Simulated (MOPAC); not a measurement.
A run for MOPAC: PM7 on SN-, 2S+1 = 3, a spin state set in the input, which need not be the lowest, a point of a bond scan (R = 1.739 Å). Charge -1.

```
PM7 1SCF PRECISE CHARGE=-1 UHF MS=1 THREADS=1
NS

N      0.00000000 1     0.00000000 1     0.00000000 1
S      0.00000000 1     0.00000000 1     1.73904600 1
```

The log:

```
*******************************************************************************
 **                                                                           **
 **                              MOPAC v23.2.5                                **
 **                                                                           **
 *******************************************************************************
 ** MOPAC's Digital Object Identifier: https://doi.org/10.5281/zenodo.6511958 **
 **                                                                           **
 ** Please cite the open-source release paper for use of this MOPAC version:  **
 ** J. E. Moussa and J. J. P. Stewart (2026)                                  **
 ** MOPAC: An open-source semiempirical molecular orbital program             **
 ** J. Open Source Softw., 11(119), 8025, https://doi.org/10.21105/joss.08025 **
 *******************************************************************************

                              PM7 CALCULATION RESULTS

 *******************************************************************************
 *  PM7        - The PM7 Hamiltonian to be used
 *  UHF        - UNRESTRICTED HARTREE-FOCK CALCULATION
 *
 *
 *
 *                 CHARGE ON SYSTEM = -1
 *
 *
 *
 *  MS=        - IN MECI, MAGNETIC COMPONENT OF SPIN =  1.0
 *  PRECISE    - TIGHTER CRITERIA TO BE USED
 *  1SCF       - DO 1 SCF AND THEN STOP
 *  THREADS=1  - MULTI-THREADING NOT USED
 *  T=         - A TIME OF 172800.0 SECONDS REQUESTED
 *  DUMP=N     - RESTART FILE WRITTEN EVERY 7200.0 SECONDS REQUESTED
 *******************************************************************************
PM7 1SCF PRECISE CHARGE=-1 UHF MS=1 THREADS=1
 NS

   ATOM   CHEMICAL          X               Y               Z
  NUMBER   SYMBOL      (ANGSTROMS)     (ANGSTROMS)     (ANGSTROMS)

     1       N          0.00000000  *   0.00000000  *   0.00000000  *
     2       S          0.00000000  *   0.00000000  *   1.73904600  *



          CARTESIAN COORDINATES

    NO.       ATOM           X           Y           Z

     1         N          0.0000      0.0000      0.0000
     2         S          0.0000      0.0000      1.7390

 General Reference for PM7:
 "Optimization of Parameters for Semiempirical Methods VI: More Modifications to the
 NDDO Approximations and Re-optimization of Parameters", J. J. P. Stewart, J. Mol. Mod., 1:32, 19 (2013)
 https://link.springer.com/article/10.1007/s00894-012-1667-x

           Empirical Formula: N S  =     2 atoms



      MOLECULAR POINT GROUP   :   C*v


          UHF CALCULATION, NO. OF ALPHA ELECTRONS =    7
                           NO. OF BETA  ELECTRONS =    5

 -------------------------------------------------------------------------------
 PM7 1SCF PRECISE CHARGE=-1 UHF MS=1 THREADS=1
 NS



     1SCF WAS SPECIFIED, SO BFGS WAS NOT USED
     SCF FIELD WAS ACHIEVED


                              PM7 CALCULATION
                                                       MOPAC v23.2.5 Linux




          FINAL HEAT OF FORMATION =         29.97300 KCAL/MOL =     125.40701 KJ/MOL


          COSMO AREA              =         72.21 SQUARE ANGSTROMS
          COSMO VOLUME            =         55.34 CUBIC ANGSTROMS

          IONIZATION POTENTIAL    =          2.982654 EV
          ALPHA SOMO LUMO (EV)    =         -2.983  5.517
          BETA  SOMO LUMO (EV)    =         -3.917  5.747
          NO. OF ALPHA ELECTRONS  =          7
          NO. OF BETA  ELECTRONS  =          5
          MOLECULAR WEIGHT        =         46.0667         POINT GROUP:  C*v

          MOLECULAR DIMENSIONS (Angstroms)

            Atom       Atom       Distance
            S     2    N     1     1.73905
            S     2    N     1     0.00000
            N     1    S     2     0.00000


          SCF CALCULATIONS        =          1





   ATOM   CHEMICAL          X               Y               Z
  NUMBER   SYMBOL      (ANGSTROMS)     (ANGSTROMS)     (ANGSTROMS)

     1       N          0.00000000  *   0.00000000  *   0.00000000  *
     2       S          0.00000000  *   0.00000000  *   1.73904600  *

                             CARTESIAN COORDINATES

   1    N        0.000000000     0.000000000     0.000000000
   2    S        0.000000000     0.000000000     1.739046000


           Empirical Formula: N S  =     2 atoms



      MOLECULAR POINT GROUP   :   C*v


          ALPHA EIGENVALUES
 -25.72988 -16.68005  -7.18473  -7.18473  -6.90408  -2.98265  -2.98265   5.51725
   6.69966   6.69966   6.88150   6.88150   7.96054


           BETA EIGENVALUES
 -22.54640 -14.39458  -5.47990  -3.91730  -3.91730   5.74748   5.74748   5.91268
   7.02787   7.02787   7.21128   7.21128   8.82763


              NET ATOMIC CHARGES AND DIPOLE CONTRIBUTIONS

  ATOM NO.   TYPE          CHARGE      No. of ELECS.   s-Pop       p-Pop       d-Pop
    1          N          -0.395559        5.3956     1.93641     3.45915
    2          S          -0.604441        6.6044     1.95491     4.54821     0.10132
 DIPOLE           X         Y         Z       TOTAL
 POINT-CHG.     0.000     0.000     0.764     0.764
 HYBRID         0.000    -0.000     0.025     0.025
 SUM            0.000    -0.000     0.789     0.789


          ATOMIC ORBITAL ELECTRON POPULATIONS

     Atom    s        px        py        pz      x^2-y^2     xz        z^2       yz        xy
    1  N   1.93641   1.15202   1.15202   1.15511
    2  S   1.95491   1.82181   1.82181   0.90460   0.00000   0.02617   0.04898   0.02617   0.00000


                    (SZ)    =    1.000000
                    (S**2)  =    2.048441


          ATOMIC ORBITAL SPIN POPULATIONS

    Atom   Total    s     px     py     pz   x^2-y^2  xz     z^2    yz     xy
         Atomic
    1  N  1.7793  0.009  0.827  0.827  0.117
    2  S  0.2207  0.005  0.158  0.158 -0.133 -0.000  0.015  0.002  0.015  0.000

 **********************
 *                    *
 * JOB ENDED NORMALLY *
 *                    *
 **********************




 == MOPAC DONE ==
```

The run finished.

Cost: very roughly 0.010 core-seconds.
